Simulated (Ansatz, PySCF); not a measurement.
B(I)(Me)2 (C2H6BI), SMILES CB(C)I. Atoms are numbered in the order given.

```xyz
10

B     -1.1835     0.2171     0.4969
I      0.7860    -0.1677    -0.3443
C     -1.5136    -0.3929     1.8959
H     -1.9822    -1.3788     1.7008
H     -2.2659     0.2024     2.4401
H     -0.6431    -0.5779     2.5401
C     -2.1771     1.0866    -0.3370
H     -3.2295     0.8568    -0.1004
H     -2.0209     1.0555    -1.4242
H     -2.0104     2.1364    -0.0214
```
Charge 0, spin multiplicity 1.

Coordinates come from a B3LYP-D3(BJ)/def2-SVP optimisation. The def2 effective core potentials stand for the cores of I; spin–orbit coupling is left out.

Two levels are set side by side: PBE-D3(BJ)/def2-SVP (Ansatz, a first-principles code) and B3LYP-D3(BJ)/def2-SVP (Ansatz). Each level has its own optimised geometry; the coordinates shown are those of the second. Frequencies come from the Hessian of PySCF at each geometry. Differences are taken from unrounded values.

```json
[
 {"quantity": "mean bond length (Å)", "B3LYP-D3(BJ)": "1.324"},
 {"quantity": "bond B1–I2 (Å)", "B3LYP-D3(BJ)": "2.176"},
 {"quantity": "bond B1–C3 (Å)", "B3LYP-D3(BJ)": "1.562"},
 {"quantity": "bond B1–C7 (Å)", "B3LYP-D3(BJ)": "1.562"},
 {"quantity": "bond C3–H4 (Å)", "B3LYP-D3(BJ)": "1.109"},
 {"quantity": "bond C3–H5 (Å)", "B3LYP-D3(BJ)": "1.103"},
 {"quantity": "bond C3–H6 (Å)", "B3LYP-D3(BJ)": "1.099"},
 {"quantity": "bond C7–H8 (Å)", "B3LYP-D3(BJ)": "1.103"},
 {"quantity": "bond C7–H9 (Å)", "B3LYP-D3(BJ)": "1.099"},
 {"quantity": "bond C7–H10 (Å)", "B3LYP-D3(BJ)": "1.109"},
 {"quantity": "highest harmonic wavenumber (cm⁻¹)", "B3LYP-D3(BJ)": "3139"},
 {"quantity": "mean harmonic wavenumber (cm⁻¹)", "B3LYP-D3(BJ)": "1403"},
 {"quantity": "zero-point energy (kcal/mol)", "B3LYP-D3(BJ)": "48.14"}
]
```

### Question
What does PBE-D3(BJ) give, and how far is it from B3LYP-D3(BJ)? (The exact figures need the calculation; the answer reports its results.)

### Answer

```
quantity                            PBE-D3(BJ)  PBE-D3(BJ) minus B3LYP-D3(BJ)
----------------------------------  ----------  -----------------------------
mean bond length (Å)                     1.330                          0.005
bond B1–I2 (Å)                           2.172                         -0.004
bond B1–C3 (Å)                           1.565                          0.004
bond B1–C7 (Å)                           1.565                          0.004
bond C3–H4 (Å)                           1.116                          0.007
bond C3–H5 (Å)                           1.110                          0.007
bond C3–H6 (Å)                           1.106                          0.007
bond C7–H8 (Å)                           1.110                          0.007
bond C7–H9 (Å)                           1.106                          0.007
bond C7–H10 (Å)                          1.116                          0.007
highest harmonic wavenumber (cm⁻¹)        3090                            -50
mean harmonic wavenumber (cm⁻¹)           1368                            -35
zero-point energy (kcal/mol)             46.94                          -1.20
```

GGA bonds tend to be longer and softer than those of functionals with exact exchange. Differences between two approximate levels are no errors against the true value.
